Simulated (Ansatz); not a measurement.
CH₇GeNO (`N[CH2][GeH2][OH]`), relaxed with RKS PBE0-D4/def2-TZVP in Ansatz 0.2.0 from a PBE-D4/def2-SVP geometry. The force threshold is 0.005 eV/Å; the program also tests the step.

Total charge 0; spin multiplicity 1.

Start:

```xyz
11

N    -1.605    0.335   -0.799
C    -0.176    0.032   -0.852
Ge    0.467    0.001    1.023
O     2.106   -0.756    1.175
H    -1.978    0.539   -1.735
H    -2.129   -0.481   -0.456
H     0.357    0.861   -1.365
H     0.125   -0.912   -1.372
H    -0.447   -0.937    1.856
H     0.478    1.443    1.616
H     2.802   -0.128    0.907
```

```json
{"step": "1", "energy (eV)": "-61196.2946", "largest force (eV/Å)": "0.811", "largest move (Å)": "0.000"}
{"step": "2", "energy (eV)": "-61196.3358", "largest force (eV/Å)": "0.228", "largest move (Å)": "0.038"}
{"step": "3", "energy (eV)": "-61196.3413", "largest force (eV/Å)": "0.082", "largest move (Å)": "0.019"}
{"step": "4", "energy (eV)": "-61196.3423", "largest force (eV/Å)": "0.039", "largest move (Å)": "0.011"}
{"step": "5", "energy (eV)": "-61196.3428", "largest force (eV/Å)": "0.049", "largest move (Å)": "0.051"}
{"step": "6", "energy (eV)": "-61196.3431", "largest force (eV/Å)": "0.017", "largest move (Å)": "0.013"}
{"step": "7", "energy (eV)": "-61196.3433", "largest force (eV/Å)": "0.073", "largest move (Å)": "0.047"}
{"step": "8 (rejected)", "energy (eV)": "-61196.2786", "largest force (eV/Å)": "1.830", "largest move (Å)": "0.198"}
{"step": "9", "energy (eV)": "-61196.3435", "largest force (eV/Å)": "0.020", "largest move (Å)": "0.007"}
{"step": "10", "energy (eV)": "-61196.3435", "largest force (eV/Å)": "0.023", "largest move (Å)": "0.012"}
{"step": "11", "energy (eV)": "-61196.3436", "largest force (eV/Å)": "0.046", "largest move (Å)": "0.019"}
{"step": "13", "energy (eV)": "-61196.3437", "largest force (eV/Å)": "0.089", "largest move (Å)": "0.033"}
{"step": "15", "energy (eV)": "-61196.3443", "largest force (eV/Å)": "0.012", "largest move (Å)": "0.074"}
{"step": "17", "energy (eV)": "-61196.3446", "largest force (eV/Å)": "0.170", "largest move (Å)": "0.028"}
{"step": "19 (rejected)", "energy (eV)": "-61196.3425", "largest force (eV/Å)": "0.275", "largest move (Å)": "0.061"}
{"step": "21 (rejected)", "energy (eV)": "-61196.3506", "largest force (eV/Å)": "0.149", "largest move (Å)": "0.100"}
{"step": "23", "energy (eV)": "-61196.3559", "largest force (eV/Å)": "0.052", "largest move (Å)": "0.050"}
{"step": "25", "energy (eV)": "-61196.3579", "largest force (eV/Å)": "0.079", "largest move (Å)": "0.097"}
{"step": "27", "energy (eV)": "-61196.3597", "largest force (eV/Å)": "0.036", "largest move (Å)": "0.018"}
{"step": "29", "energy (eV)": "-61196.3598", "largest force (eV/Å)": "0.013", "largest move (Å)": "0.009"}
{"step": "31", "energy (eV)": "-61196.3598", "largest force (eV/Å)": "0.001", "largest move (Å)": "0.002"}
```

End:

```xyz
11

N    -1.653    0.272   -0.813
C    -0.210    0.087   -0.885
Ge    0.518    0.089    0.928
O     2.166   -0.587    0.758
H    -2.053    0.388   -1.736
H    -2.102   -0.532   -0.394
H     0.234    0.937   -1.408
H     0.129   -0.822   -1.402
H    -0.322   -0.824    1.851
H     0.604    1.501    1.544
H     2.689   -0.507    1.558
```

Hardware: 4 threads of a server CPU on a shared host. Wall time 76 s, peak host memory 0.46 GiB.
